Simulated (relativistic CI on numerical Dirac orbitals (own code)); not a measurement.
# What each ingredient does to the levels of P XI

Base calculation: Dirac-Coulomb-Breit CI, separate exchange-only KLI orbitals for each configuration, model QED (radiative potential, 1s self-energy scaled to tabulated hydrogen-like ionisation energies), unscaled Slater integrals.

Configuration list (outside the closed core 1s2): 2s2 2p, 2s 2p2, 2p3, 2p2 3s, 2p2 3p, 2s2 3s, 2p2 3d, 2s2 3p, 2s2 3d, 2s 2p 3s, 2s 2p 3p, 2s 2p 3d, 2s2 4s, 2s2 4p, 2s2 4d, 2s2 4f. Levels of other configurations are missing.

Variants: (1) P86 correlation estimate; (2) non-relativistic limit; (3) one mean potential for all configurations. Shifts of the energy above 2s2 2p 2P°_1/2, in cm⁻¹, for the lowest level and the first level of each name with at least 55 % of one term (blank where a level changes its place among those of its configuration and J or its character, or is not in the variant):

| Level | Base | Δ(1) | Δ(2) | Δ(3) |
| --- | --- | --- | --- | --- |
| 2s2 2p 2P°_1/2 | 0 | 0 | 0 | 0 |
| 2s2 2p 2P°_3/2 | 9642 | +4 | -9642 | +24 |
| 2s 2p2 4P_1/2 | 173376 | +2381 | -9574 | -130 |
| 2s 2p2 4P_3/2 | 176832 | +2381 | -13030 | -130 |
| 2s 2p2 4P_5/2 | 181754 | +2381 | -17952 | -129 |
| 2s 2p2 2D_3/2 | 321401 | +2386 | -15261 | -73 |
| 2s 2p2 2D_5/2 | 321468 | +2386 | -15329 | -73 |
| 2s 2p2 2S_1/2 | 409858 | +2381 | -14908 | -249 |
| 2s 2p2 2P_1/2 | 436395 | +2395 | -12868 | -132 |
| 2s 2p2 2P_3/2 | 441761 | +2396 | -18234 | -126 |
| 2p3 4S°_3/2 | 559295 | +4208 | -24619 | -53 |
| 2p3 2D°_3/2 | 640347 | +4212 | -24388 | +239 |
| 2p3 2D°_5/2 | 640499 | +4214 | -24540 | +234 |
| 2p3 2P°_1/2 | 721445 | +4078 | -24514 | +36 |

At this charge energies of transitions that change n are usually good to better than 1 %, and those within a shell (Δn = 0) to a few per cent.

Ionisation energy from the two ground configurations alone: base 479.948 eV; P86 correlation estimate 480.943 eV. The NIST ASD value (semi-empirical) is 479.44 eV.
